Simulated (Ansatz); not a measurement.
`N[Si](O)([SiH3])[SiH3]` + CH₃OH → `CO[Si](N)(O)[SiH3]` + SiH₄  (cleavage of the Si–Si bond)

Program: Ansatz. Geometries: PBE0-D4/def2-TZVP. ΔE: electronic, gas phase. CCSD(T)/CBS is the MP2 limit (def2-TZVPP, def2-QZVPP) plus CCSD(T) − MP2 in def2-TZVPP, frozen cores. This one scheme is used for every species. Functionals use def2-TZVPP. Each species was taken in one conformer, which may not be the lowest.

CCSD(T)/CBS gives -1.32 eV.

**Question.** Another level gave -1.28 eV. Which?
A. ωB97M-V/def2-TZVPP
B. r2SCAN/def2-TZVPP
C. PBE-D4/def2-TZVPP
D. SCS-MP2/def2-TZVPP

**Answer.** B. r2SCAN -1.28, ωB97M-V -1.37, PBE-D4 -1.07, SCS-MP2/def2-TZVPP -1.43 eV.

Largest T1 diagnostic among the species: 0.013.

From PBE to PBE0 (25 % exact exchange), in def2-TZVPP and without D4, ΔE moves by −0.08 eV. In def2-TZVPP, CCSD(T) changes the Hartree–Fock value by +0.19 eV (the triples alone add +0.03 eV) and MP2 by +0.14 eV.
